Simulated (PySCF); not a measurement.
Molecule: C7H7NSi, SMILES N#Cc1cccc([SiH3])c1. Atoms near the plane z = 1.2 Å, at the GFN2-xTB optimised geometry (x, y, z in Å): N1 (-2.6, -2.8, 0.0), C2 (-2.0, -1.8, 0.0), C3 (-1.3, -0.6, 0.0), C4 (-2.0, 0.7, 0.0), C5 (-1.3, 1.8, 0.0), C6 (0.0, 1.8, 0.0), C7 (0.8, 0.6, 0.0), Si8 (2.7, 0.6, 0.0), C9 (0.0, -0.6, 0.0), H10 (-3.1, 0.6, 0.0), H11 (-1.9, 2.8, 0.0), H12 (0.6, 2.8, 0.0), H15 (3.1, 0.7, 1.4), H16 (0.6, -1.5, 0.0).

Level of theory: B3LYP/def2-TZVP in PySCF. The values are rescaled to run from 0 to 1.

```
|@@@@@@@@@@@@@@@@@@@@@@@@@@@@@@@|
|@@@@@@@@@@@@@@@@@@@@@@@@@@@@@@@|
|@@@@@@@@@@@@@@@@@@@@@@@@@@@@@@@|
|@@@@@@@@@@@@@@@@@@@@@@@@@@@@@@@|
|@@@@@@@@@@@@@@@@@@@@@@@@@@@@@@@|
|@@@@@@@@@@@@@@@@@@@@@@@@@@@@@@@|
|@@@@@@@@@@@@@@@@@@@@@@@@@@@@@@@|
|@@@@@@@@@@@@@@@@@@@@@@@@@@@@@@@|
|@@@@@@@@@@@@@@@@@@@@@@@@@@@@@@@|
|@@@@@@@@@@@@@@@@@@@@@@@@@@@@@@@|
|@@@@@@@@@@@@@@@@@@@@@@@@@@@@@@@|
|@@@@@@@@@@@@@@@@@@@@@@@@@@@@@@@|
|@@@@@@@@@@@@@@@@@@@@@@@%@@@@@@@|
|@@@@@@@@@@@@@@@@@@@@@@% =@@@@@@|
|@@@@@@@@@@@@@@@@@@@@@@@#%@@@@@@|
|@@@@@@@@@@@@@@@@@@@@@@@@@@@@@@@|
|@@@@@@@@@@@@@@@@@@@@@@@@@@@@@@@|
|@@@@@@@@@@@@@@@@@@@@@@@@@@@@@@@|
|@@@@@@@@@@@@@@@@@@@@@@@@@@@@@@@|
|@@@@@@@@@@@@@@@@@@@@@@@@@@@@@@@|
|@@@@@@@@@@@@@@@@@@@@@@@@@@@@@@@|
|@@@@@@@@@@@@@@@@@@@@@@@@@@@@@@@|
|@@@@@@@@@@@@@@@@@@@@@@@@@@@@@@@|
|@@@@@@@@@@@@@@@@@@@@@@@@@@@@@@@|
|@@@@@@@@@@@@@@@@@@@@@@@@@@@@@@@|
|@@@@@@@@@@@@@@@@@@@@@@@@@@@@@@@|
|@@@@@@@@@@@@@@@@@@@@@@@@@@@@@@@|
|@@@@@@@@@@@@@@@@@@@@@@@@@@@@@@@|
|@@@@@@@@@@@@@@@@@@@@@@@@@@@@@@@|
|@@@@@@@@@@@@@@@@@@@@@@@@@@@@@@@|
|@@@@@@@@@@@@@@@@@@@@@@@@@@@@@@@|
```
Scale: ten equal steps from 0.000 (start of ' ') to 1.00 (end of '@'), in the order ' .:-=+*#%@'; x runs from -5.50 to 5.50, y from -5.50 (bottom) to 5.50 (top).

Task: Which quantity is mapped?
A) electron localisation function
B) Laplacian of the electron density
C) electrostatic potential
D) log10 of the electron density

Result: B, Laplacian of the electron density. In full: Laplacian of the electron density (e/bohr⁵).
